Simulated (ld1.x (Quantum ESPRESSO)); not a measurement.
**Transferability test, ultrasoft potential for Ag**

| Property | Result |
| --- | --- |
| Element | silver |
| Generator | ld1.x (Quantum ESPRESSO) 7.5 |
| Type | ultrasoft |
| Functional | LDA (PZ) |
| Relativity | scalar-relativistic |
| Frozen core | [Kr] |
| Valence charge | 11 |
| Reference configuration | 4d9 5s0 5p0 (charge +2) |
| Partial waves | 5s (bound, empty): rcut 1.70, rcutus 1.95 bohr; 5s channel at 0.05 Ry: rcut 1.70, rcutus 1.95 bohr; 5p (bound, empty): rcut 1.95, rcutus 2.70 bohr; 5p channel at 2.9 Ry: rcut 1.95, rcutus 2.70 bohr; 4d (bound): rcut 1.80, rcutus 2.00 bohr; 4d channel at -1.55 Ry: rcut 1.80, rcutus 2.00 bohr |
| Local potential | all-electron potential smoothed inside 1.95 bohr (lloc = -1) |
| Core correction | none |
| Augmentation charge | built from norm-conserving waves at rcut, not smoothed further |

Energies are relative to the spin-unpolarised reference configuration 4d9 5s0 5p0; without spin polarisation the order of configurations can differ from experiment. Not all tests gave a result: test run stopped at test 7 of 9 (negative rho), 2 before it not solved. Left out of the table: 4d10 5s1 5p0 (solver errors, printed error -3.4 eV); 4d9 5s1 5p0 (solver errors, printed error -717 eV).

```
valence configuration  charge  ΔE all-electron (eV)  error AE − PS (meV)
          4d8 5s0 5p0      +3                36.434                  +35
          4d7 5s0 5p0      +4                88.361                 +246
         4d10 5s0 5p1       0               -26.464                  +15
```

Q: What are ΔE and the potential's error for 4d10 5s0 5p0?

A: ΔE = -22.383 eV all-electron; the error (AE − PS) is +4.7 meV.

Levels in the configuration 4d8 5s0 5p0:

```json
{"level": "4d", "all-electron (eV)": "-43.967", "pseudo (eV)": "-43.865"}
```

Note: ghost state, extra bound levels that the all-electron valence spectrum of the same l lacks: s at -54.5 eV. A true bound ghost makes a file unfit for plane-wave use.
